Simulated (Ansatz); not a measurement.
Input for Ansatz (a program for electronic structure): R-B3LYP-D3(BJ)/def2-TZVP on C2H3N3 (a complex).

Ansatz 0.2 input:
```yaml
crystal:
  periodic: [false, false, false]
  atoms:
    - {symbol: N, position_ang: [0.07138567, 0.28462399, 0.02391886]}
    - {symbol: N, position_ang: [0.50544448, -0.40249291, -0.71446458]}
    - {symbol: C, position_ang: [-0.15642911, 1.20260337, 3.12503967]}
    - {symbol: C, position_ang: [0.54406269, -0.02815646, 2.88755036]}
    - {symbol: N, position_ang: [1.10279555, -1.00736390, 2.69897930]}
    - {symbol: H, position_ang: [0.45984807, 2.03929219, 2.79866935]}
    - {symbol: H, position_ang: [-1.09003469, 1.20204628, 2.56438564]}
    - {symbol: H, position_ang: [-0.36969131, 1.30122117, 4.18869400]}
basis:
  gaussian:
    orbitals: def2-TZVP
hamiltonian:
  xc: b3lyp
  dispersion: d3bj
relax: {f_tol: 0.004, max_steps: 120}
scf: {lower_state_search: off}
```

It printed:

```
WARN ansatz: RAYON_NUM_THREADS=2 ignored (pool sized by the plan → 2); use --threads N
Functional definition: B3LYP
these checks for a lower state are left out or cut short: stability, starts, cluster_reference, orbital_swaps, neighbouring_geometries, increment
integrals: 0.07 GiB planned
957 factors; their error is unknown
mean field: 0.65 GiB planned
mean field evaluation 1: about -6588.0560 eV, gradient 6.0e1 eV
mean field evaluation 2: about -6584.4433 eV, gradient 7.0e1 eV
mean field evaluation 4: about -6595.5021 eV, gradient 2.8e0 eV
mean field evaluation 8: about -6595.5196 eV, gradient 1.1e-1 eV
mean field evaluation 16: about -6595.5284 eV, gradient 4.8e-5 eV
mean field -6595.52839768 eV, -242.3811980052 hartree, gradient 5.7e-6 eV, S^2 0.000000; 0 other end points of the search recorded, 0 dependent functions left out
the calculation of the forces begins
reference -6595.52864423 eV, -242.3812070656 hartree; 18, 18 occupied and 155, 155 virtual orbitals, 957 factors
relax step   1: F+E_penalty+E_count = -6595.75143533 eV  Δ(F+E_penalty+E_count) = +0.000e0 eV  max|allowed force component| = 9.316e-1 eV/Å  Δτ_max = 0.0000 Å  (19 SCF iters, accepted)
these checks for a lower state are left out or cut short: stability, starts, cluster_reference, orbital_swaps, neighbouring_geometries, increment
integrals: 0.07 GiB planned
957 factors; their error is unknown
mean field: 0.64 GiB planned
mean field -6595.57600843 eV, -242.3829476679 hartree, gradient 2.0e-6 eV, S^2 0.000000; 0 other end points of the search recorded, 0 dependent functions left out
the calculation of the forces begins
reference -6595.57626091 eV, -242.3829569462 hartree; 18, 18 occupied and 155, 155 virtual orbitals, 957 factors
relax step   2: F+E_penalty+E_count = -6595.78526920 eV  Δ(F+E_penalty+E_count) = -3.383e-2 eV  max|allowed force component| = 7.414e-1 eV/Å  Δτ_max = 0.1953 Å  (27 SCF iters, accepted)
these checks for a lower state are left out or cut short: stability, starts, cluster_reference, orbital_swaps, neighbouring_geometries, increment
integrals: 0.07 GiB planned
957 factors; their error is unknown
mean field: 0.64 GiB planned
mean field evaluation 32: about -6595.5045 eV, gradient 5.0e0 eV
mean field -6595.58326352 eV, -242.3832142874 hartree, gradient 2.2e-6 eV, S^2 0.000000; 0 other end points of the search recorded, 0 dependent functions left out
the calculation of the forces begins
reference -6595.58351742 eV, -242.3832236181 hartree; 18, 18 occupied and 155, 155 virtual orbitals, 957 factors
relax step   3: F+E_penalty+E_count = -6595.78854075 eV  Δ(F+E_penalty+E_count) = -3.272e-3 eV  max|allowed force component| = 6.028e-1 eV/Å  Δτ_max = 0.0757 Å  (21 SCF iters, accepted)
these checks for a lower state are left out or cut short: stability, starts, cluster_reference, orbital_swaps, neighbouring_geometries, increment
integrals: 0.07 GiB planned
957 factors; their error is unknown
mean field: 0.64 GiB planned
mean field -6595.58863106 eV, -242.3834115411 hartree, gradient 2.0e-6 eV, S^2 0.000000; 0 other end points of the search recorded, 0 dependent functions left out
the calculation of the forces begins
reference -6595.58888800 eV, -242.3834209833 hartree; 18, 18 occupied and 155, 155 virtual orbitals, 957 factors
relax step   4: F+E_penalty+E_count = -6595.78831132 eV  Δ(F+E_penalty+E_count) = +2.294e-4 eV  max|allowed force component| = 6.812e-1 eV/Å  Δτ_max = 0.0782 Å  (22 SCF iters, rejected (line search))
these checks for a lower state are left out or cut short: stability, starts, cluster_reference, orbital_swaps, neighbouring_geometries, increment
integrals: 0.07 GiB planned
957 factors; their error is unknown
mean field: 0.64 GiB planned
mean field -6595.58971806 eV, -242.3834514873 hartree, gradient 2.0e-6 eV, S^2 0.000000; 0 other end points of the search recorded, 0 dependent functions left out
the calculation of the forces begins
reference -6595.58997296 eV, -242.3834608549 hartree; 18, 18 occupied and 155, 155 virtual orbitals, 957 factors
relax step   5: F+E_penalty+E_count = -6595.79218194 eV  Δ(F+E_penalty+E_count) = -3.641e-3 eV  max|allowed force component| = 7.899e-2 eV/Å  Δτ_max = 0.0391 Å  (23 SCF iters, accepted)
these checks for a lower state are left out or cut short: stability, starts, cluster_reference, orbital_swaps, neighbouring_geometries, increment
integrals: 0.07 GiB planned
957 factors; their error is unknown
mean field: 0.64 GiB planned
mean field -6595.59018641
[...]
_count = -6595.79517187 eV  Δ(F+E_penalty+E_count) = +1.229e-4 eV  max|allowed force component| = 6.578e-2 eV/Å  Δτ_max = 0.0565 Å  (22 SCF iters, rejected (line search))
these checks for a lower state are left out or cut short: stability, starts, cluster_reference, orbital_swaps, neighbouring_geometries, increment
integrals: 0.07 GiB planned
957 factors; their error is unknown
mean field: 0.64 GiB planned
mean field -6595.59493738 eV, -242.3836432940 hartree, gradient 1.9e-6 eV, S^2 0.000000; 0 other end points of the search recorded, 0 dependent functions left out
the calculation of the forces begins
reference -6595.59519403 eV, -242.3836527258 hartree; 18, 18 occupied and 155, 155 virtual orbitals, 957 factors
relax step  31: F+E_penalty+E_count = -6595.79538834 eV  Δ(F+E_penalty+E_count) = -9.352e-5 eV  max|allowed force component| = 1.878e-2 eV/Å  Δτ_max = 0.0251 Å  (22 SCF iters, accepted)
these checks for a lower state are left out or cut short: stability, starts, cluster_reference, orbital_swaps, neighbouring_geometries, increment
integrals: 0.07 GiB planned
957 factors; their error is unknown
mean field: 0.63 GiB planned
mean field -6595.59512866 eV, -242.3836503232 hartree, gradient 2.0e-6 eV, S^2 0.000000; 0 other end points of the search recorded, 0 dependent functions left out
the calculation of the forces begins
reference -6595.59538508 eV, -242.3836597467 hartree; 18, 18 occupied and 155, 155 virtual orbitals, 957 factors
relax step  32: F+E_penalty+E_count = -6595.79539722 eV  Δ(F+E_penalty+E_count) = -8.879e-6 eV  max|allowed force component| = 4.332e-2 eV/Å  Δτ_max = 0.0483 Å  (21 SCF iters, accepted)
these checks for a lower state are left out or cut short: stability, starts, cluster_reference, orbital_swaps, neighbouring_geometries, increment
integrals: 0.07 GiB planned
957 factors; their error is unknown
mean field: 0.64 GiB planned
mean field -6595.59513418 eV, -242.3836505260 hartree, gradient 1.9e-6 eV, S^2 0.000000; 0 other end points of the search recorded, 0 dependent functions left out
the calculation of the forces begins
reference -6595.59539028 eV, -242.3836599376 hartree; 18, 18 occupied and 155, 155 virtual orbitals, 957 factors
relax step  33: F+E_penalty+E_count = -6595.79551436 eV  Δ(F+E_penalty+E_count) = -1.171e-4 eV  max|allowed force component| = 3.851e-2 eV/Å  Δτ_max = 0.0167 Å  (23 SCF iters, accepted)
these checks for a lower state are left out or cut short: stability, starts, cluster_reference, orbital_swaps, neighbouring_geometries, increment
integrals: 0.07 GiB planned
957 factors; their error is unknown
mean field: 0.64 GiB planned
mean field evaluation 256: about -6595.5952 eV, gradient 1.9e-6 eV
mean field -6595.59515268 eV, -242.3836512059 hartree, gradient 1.9e-6 eV, S^2 0.000000; 0 other end points of the search recorded, 0 dependent functions left out
the calculation of the forces begins
reference -6595.59540859 eV, -242.3836606107 hartree; 18, 18 occupied and 155, 155 virtual orbitals, 957 factors
relax step  34: F+E_penalty+E_count = -6595.79555571 eV  Δ(F+E_penalty+E_count) = -4.135e-5 eV  max|allowed force component| = 1.004e-2 eV/Å  Δτ_max = 0.0106 Å  (23 SCF iters, accepted)
these checks for a lower state are left out or cut short: stability, starts, cluster_reference, orbital_swaps, neighbouring_geometries, increment
integrals: 0.07 GiB planned
957 factors; their error is unknown
mean field: 0.64 GiB planned
mean field -6595.59555396 eV, -242.3836659526 hartree, gradient 1.9e-6 eV, S^2 0.000000; 0 other end points of the search recorded, 0 dependent functions left out
the calculation of the forces begins
reference -6595.59580975 eV, -242.3836753530 hartree; 18, 18 occupied and 155, 155 virtual orbitals, 957 factors
relax step  35: F+E_penalty+E_count = -6595.79557612 eV  Δ(F+E_penalty+E_count) = -2.042e-5 eV  max|allowed force component| = 1.323e-2 eV/Å  Δτ_max = 0.0266 Å  (22 SCF iters, accepted)
these checks for a lower state are left out or cut short: stability, starts, cluster_reference, orbital_swaps, neighbouring_geometries, increment
integrals: 0.07 GiB planned
957 factors; their error is unknown
mean field: 0.64 GiB planned
mean field -6595.59504280 eV, -242.3836471681 hartree, gradient 1.9e-6 eV, S^2 0.000000; 0 other end points of the search recorded, 0 dependent functions left out
the calculation of the forces begins
reference -6595.59529807 eV, -242.3836565490 hartree; 18, 18 occupied and 155, 155 virtual orbitals, 957 factors
relax step  36: F+E_penalty+E_count = -6595.79558738 eV  Δ(F+E_penalty+E_count) = -1.125e-5 eV  max|allowed force component| = 2.025e-2 eV/Å  Δτ_max = 0.0231 Å  (22 SCF iters, accepted)
these checks for a lower state are left out or cut short: stability, starts, cluster_reference, orbital_swaps, neighbouring_geometries, increment
integrals: 0.07 GiB planned
957 factors; their error is unknown
mean field: 0.64 GiB planned
mean field -6595.59527770 eV, -242.3836558006 hartree, gradient 1.9e-6 eV, S^2 0.000000; 0 other end points of the search recorded, 0 dependent functions left out
the calculation of the forces begins
reference -6595.59553306 eV, -242.3836651848 hartree; 18, 18 occupied and 155, 155 virtual orbitals, 957 factors
relax step  37: F+E_penalty+E_count = -6595.79560897 eV  Δ(F+E_penalty+E_count) = -2.159e-5 eV  max|allowed force component| = 5.381e-3 eV/Å  Δτ_max = 0.0055 Å  (23 SCF iters, accepted)
these checks for a lower state are left out or cut short: stability, starts, cluster_reference, orbital_swaps, neighbouring_geometries, increment
integrals: 0.07 GiB planned
957 factors; their error is unknown
mean field: 0.64 GiB planned
mean field -6595.59526060 eV, -242.3836551719 hartree, gradient 1.9e-6 eV, S^2 0.000000; 0 other end points of the search recorded, 0 dependent functions left out
the calculation of the forces begins
reference -6595.59551593 eV, -242.3836645554 hartree; 18, 18 occupied and 155, 155 virtual orbitals, 957 factors
relax step  38: F+E_penalty+E_count = -6595.79561197 eV  Δ(F+E_penalty+E_count) = -3.001e-6 eV  max|allowed force component| = 3.024e-3 eV/Å  Δτ_max = 0.0018 Å  (24 SCF iters, accepted)
these checks for a lower state are left out or cut short: stability, starts, cluster_reference, orbital_swaps, neighbouring_geometries, increment
integrals: 0.07 GiB planned
957 factors; their error is unknown
mean field: 0.64 GiB planned
mean field evaluation 288: about -6595.5953 eV, gradient 1.9e-4 eV
mean field -6595.59527848 eV, -242.3836558292 hartree, gradient 1.9e-6 eV, S^2 0.000000; 0 other end points of the search recorded, 0 dependent functions left out
the calculation of the forces begins
reference -6595.59553379 eV, -242.3836652117 hartree; 18, 18 occupied and 155, 155 virtual orbitals, 957 factors
relax step  39: F+E_penalty+E_count = -6595.79561385 eV  Δ(F+E_penalty+E_count) = -1.883e-6 eV  max|allowed force component| = 8.708e-4 eV/Å  Δτ_max = 0.0049 Å  (23 SCF iters, accepted)
Total energy: -6595.79586916 eV, -242.3910274006 hartree
Atom 0 at    -0.149513     0.125325    -0.215584 Å, force     0.000485    -0.000871    -0.000728 eV/Å
Atom 1 at     0.219589    -0.615101    -0.926045 Å, force    -0.000498     0.000835     0.000839 eV/Å
Atom 2 at    -0.106578     1.246489     3.192536 Å, force    -0.000494     0.000013     0.000522 eV/Å
Atom 3 at     0.705310     0.059455     2.980302 Å, force    -0.000464     0.000586    -0.000564 eV/Å
Atom 4 at     1.344956    -0.879013     2.803587 Å, force     0.000571    -0.000730     0.000142 eV/Å
Atom 5 at     0.513828     2.066668     3.554406 Å, force     0.000033     0.000108     0.000043 eV/Å
Atom 6 at    -0.575637     1.544590     2.254808 Å, force     0.000166     0.000034     0.000008 eV/Å
Atom 7 at    -0.884574     1.043361     3.928763 Å, force     0.000201     0.000024    -0.000262 eV/Å
Dipole moment:    -0.456928     0.665194     0.111055 e Å
Checks for a lower state left out: stability, starts, cluster_reference, orbital_swaps, neighbouring_geometries, increment
```

The calculation finished and met its thresholds.

Cost: roughly 3 core-minutes.
